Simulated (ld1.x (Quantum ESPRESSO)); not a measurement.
## How hard is this B (Z = 5) ultrasoft potential?

ld1.x (Quantum ESPRESSO) 7.5 input, shortened:

```
&input
   title='B', zed=5., rel=0, dft='PBE', iswitch=3,
   config='[He] 2s2 2p0 3d-2'
 /
 &inputp
   pseudotype=3, tm=.true., lloc=2,
   nlcc=.false.,
   which_augfun='PSQ', rmatch_augfun=0.65
 /
5
2S  1  0   2.00   0.00  0.90  1.20  0.0
2S  1  0   0.00  -0.05  0.90  1.20  0.0
2P  2  1   0.00   0.00  2.05  2.35  0.0
2P  2  1   0.00   1.75  2.05  2.35  0.0
3D  3  2  -2.00   0.05  2.35  2.35  0.0
 &test
   configts(1)='2s2 2p0'
 /
```

The pseudo-atom Hamiltonian at the reference potential is diagonalised in spherical Bessel functions j_l(qr) that vanish at 20 bohr, with q² up to the cutoff. All-electron valence levels (Ry): 2s -1.4336, 2p -0.9824.

How do the lowest levels (Ry) of each channel move with the cutoff, and are there ghosts?

| cutoff (Ry) | s #1 | s #2 | p #1 | p #2 | d #1 | f #1 | f #2 | Σ f·Δε (mRy) |
| --- | --- | --- | --- | --- | --- | --- | --- | --- |
| 8 | -1.3995 | -0.3132 | -0.9228 | -0.2185 | -0.1595 | -0.0443 | 0.0608 | 68.7 |
| 12 | -1.4158 | -0.3160 | -0.9813 | -0.2299 | -0.1599 | -0.0443 | 0.0608 | 36.1 |
| 18 | -1.4296 | -0.3187 | -0.9825 | -0.2302 | -0.1600 | -0.0443 | 0.0608 | 8.5 |
| 21 | -1.4319 | -0.3192 | -0.9825 | -0.2302 | -0.1600 | -0.0443 | 0.0608 | 3.8 |
| 30 | -1.4336 | -0.3196 | -0.9826 | -0.2302 | -0.1600 | -0.0443 | 0.0608 | 0.4 |
| 40 | -1.4337 | -0.3196 | -0.9826 | -0.2302 | -0.1600 | -0.0443 | 0.0608 | 0.2 |
| 400 | -1.4338 | -0.3197 | -0.9826 | -0.2302 | -0.1600 | -0.0443 | 0.0608 | 0.0 |

Result: no extra level below or beside the all-electron valence levels (s, p, d, f tested); 10 mRy is reached at 18 Ry and 1 mRy at 30 Ry.
